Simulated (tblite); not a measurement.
C4H4ClN3S.
Numbering: `[CH3:1][S:2][c:3]1[cH:4][c:5]([Cl:6])[n:7][n:8][n:9]1` (hydrogens: H10, H11, H12 on C1; H13 on C4)

Computed with GFN2-xTB (tblite), gas phase: Langevin dynamics at 600 K from the optimised GFN2-xTB geometry, time step 0.5 fs, friction 0.01 fs⁻¹, 2000 steps. The instantaneous temperature is 2·E(kin)/(3Nk) with all 3N coordinates.

```tsv
t (fs)	T (K)	E(pot) above start (eV)	C1–S2 (Å)	S2–C3 (Å)	C3–C4 (Å)	C4–C5 (Å)	C5–Cl6 (Å)	C1–H10 (Å)	C1–S2–C3–C4 (°)
0	500	0.000	1.813	1.734	1.401	1.384	1.710	1.085	180
25	469	0.340	1.850	1.755	1.374	1.411	1.773	1.083	-174
50	477	0.588	1.859	1.828	1.333	1.384	1.716	1.071	-172
75	399	0.651	1.830	1.759	1.329	1.397	1.689	1.065	-169
100	442	0.805	1.805	1.777	1.373	1.394	1.710	1.084	-171
125	404	1.093	1.799	1.708	1.378	1.397	1.713	1.117	-161
150	381	1.377	1.909	1.700	1.339	1.431	1.739	1.027	-167
175	521	1.179	1.753	1.781	1.342	1.460	1.576	1.074	-163
200	749	0.850	1.941	1.739	1.368	1.451	1.739	1.120	-170
225	821	0.748	1.748	1.868	1.382	1.398	1.788	1.099	-165
250	780	0.665	1.881	1.787	1.360	1.338	1.690	1.072	-170
275	556	0.978	1.787	1.692	1.369	1.339	1.737	1.065	-169
300	597	0.770	1.823	1.731	1.357	1.379	1.771	1.102	170
325	498	0.871	1.826	1.825	1.375	1.384	1.685	1.122	-169
350	496	0.750	1.835	1.677	1.397	1.370	1.670	1.142	-162
375	598	0.681	1.833	1.773	1.450	1.349	1.714	1.074	-173
400	608	0.617	1.762	1.730	1.420	1.383	1.745	1.063	-160
425	688	0.911	1.898	1.702	1.393	1.423	1.769	1.148	-167
450	871	0.735	1.756	1.765	1.415	1.381	1.635	1.127	178
475	557	0.949	1.860	1.740	1.455	1.358	1.822	1.056	176
500	531	0.904	1.782	1.755	1.451	1.367	1.701	1.099	-175
525	652	0.622	1.840	1.719	1.458	1.368	1.690	1.154	-173
550	361	0.674	1.892	1.717	1.418	1.419	1.746	1.108	-173
575	347	0.568	1.813	1.755	1.370	1.412	1.710	1.038	179
600	433	0.498	1.875	1.786	1.372	1.419	1.661	1.088	-175
625	444	0.516	1.792	1.699	1.392	1.418	1.660	1.138	-174
650	602	0.674	1.837	1.706	1.359	1.400	1.706	1.078	-168
675	406	1.122	1.781	1.794	1.341	1.395	1.728	1.075	-176
700	543	0.756	1.816	1.813	1.383	1.365	1.677	1.123	-156
725	413	0.850	1.862	1.753	1.423	1.335	1.772	1.107	-160
750	406	0.724	1.763	1.807	1.428	1.347	1.699	1.055	-168
775	384	0.706	1.856	1.689	1.425	1.388	1.656	1.023	-163
800	371	0.803	1.730	1.732	1.425	1.412	1.710	1.096	-174
825	572	0.503	1.832	1.735	1.399	1.415	1.751	1.138	172
850	499	0.535	1.788	1.769	1.377	1.428	1.703	1.081	170
875	471	0.530	1.825	1.720	1.367	1.433	1.666	1.051	172
900	578	0.432	1.839	1.762	1.391	1.412	1.746	1.074	174
925	655	0.443	1.784	1.807	1.377	1.399	1.712	1.119	-174
950	478	0.757	1.839	1.711	1.340	1.389	1.710	1.106	-172
975	480	0.631	1.815	1.708	1.364	1.378	1.731	1.099	-169
1000	447	0.726	1.852	1.822	1.445	1.329	1.665	1.020	-171
```

**Question.** From 500 fs on, how do temperature and potential energy compare with equipartition?

**Answer.** The mean temperature of these 21 frames is 480 K against the target 600 K, and the mean potential energy 0.67 eV against 33 × kT/2 = 0.85 eV for 33 classical harmonic modes. For 13 atoms in a canonical ensemble the temperature itself scatters by T·√(2/(3N)) = 136 K; here its standard deviation is 91 K. These frames run colder than the target by 20 %; at their own mean temperature equipartition would give 0.68 eV. The whole run lasts only 10 friction times of 100 fs, so these averages carry a wide statistical error.

**Question.** What are the kinetic and total energies of the listed frame with the highest potential energy?

**Answer.** The one at 150 fs, 1.377 eV above the start. Its kinetic energy is 3NkT/2 = 0.640 eV at 381 K, so the sum is 2.02 eV; over the listed frames the sum runs from 0.84 to 2.20 eV, since the thermostat adds and removes energy.

**Question.** How much do the listed bonds fluctuate from 500 fs on?

**Answer.** 
```
  bond  at the start (Å)  mean (Å)  standard deviation (Å)
 C1–S2             1.813     1.820                   0.039
 S2–C3             1.734     1.750                   0.041
 C3–C4             1.401     1.396                   0.034
 C4–C5             1.384     1.392                   0.029
C5–Cl6             1.710     1.705                   0.032
C1–H10             1.085     1.089                   0.036
```

The motion is classical and holds no zero-point motion.

The cost below is that of the whole dynamics run. On one thread, Intel Xeon at 2.50 GHz (x86_64), on a shared host, this took 51 s and 0.18 GiB of memory at its peak.
